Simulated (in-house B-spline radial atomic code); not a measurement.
The numbers below are computed, except where a source is named.
**Stopping of slow ions oscillates with Z: Al to Ti at r_s = 2.4**

A nucleus sits in a uniform electron gas with a rigid positive background. The Kohn-Sham equations are solved self-consistently in the spin-unpolarised LDA (PW92), non-relativistic, on B-splines with outgoing waves at the boundary and partial waves to l = 8. The model has no lattice, no bands and no magnetic solution. Atomic units; δ_l are the phase shifts at the Fermi level, counted so that each bound state adds π, and good to about 0.0005.

The density parameter is r_s = 2.4 bohr, near that of the valence electrons of In (3 per atom, density 7.31 g/cm³, mass 114.82 u, which gives r_s = 2.41). The friction coefficient Q = n k_F σ_tr gives dE/dx = Q v for slow ions.

```csv
ion,δ0/π,δ1/π,δ2/π,δ3/π,σ_tr (bohr²),Q (a.u.)
Al,2.188,1.297,0.073,0.007,21.26,0.2936
Si,2.295,1.416,0.079,0.008,35.57,0.4912
P,2.389,1.534,0.088,0.009,45.61,0.6298
S,2.475,1.643,0.103,0.010,48.71,0.6727
Cl,2.558,1.741,0.128,0.010,48.19,0.6655
Ar,2.638,1.824,0.164,0.009,49.25,0.6801
K,2.710,1.889,0.215,0.006,56.22,0.7764
Ca,2.768,1.935,0.282,0.003,70.60,0.9750
Sc,2.810,1.964,0.360,-0.000,87.89,1.2137
Ti,2.843,1.982,0.446,-0.002,99.74,1.3773
```

Where are the largest and smallest frictions, and what do the phase shifts say there?

Largest: Ti, Q = 1.3773; smallest: Al, Q = 0.2936, a ratio of 4.7. For the largest δ2/π = 0.45; it lies at the edge of the table, which can't show whether it is a peak. For the smallest, which lies at the edge of the table, the differences δ_l − δ_(l+1), measured from the nearest multiple of π, are 0.11π, 0.22π, 0.07π; σ_tr grows with the sines of these.

At equal speed, Lindhard and Scharff's formula, with silicon as an example target, scales as Z^(7/6)/(Z^(2/3) + 14^(2/3))^(3/2). How does its rise from the first ion to the last compare?

It rises smoothly by 0.7294/0.5222 = 1.40, while Q changes by 1.377/0.294 = 4.69. The statistical formula averages over shells, so it can't show the oscillation.
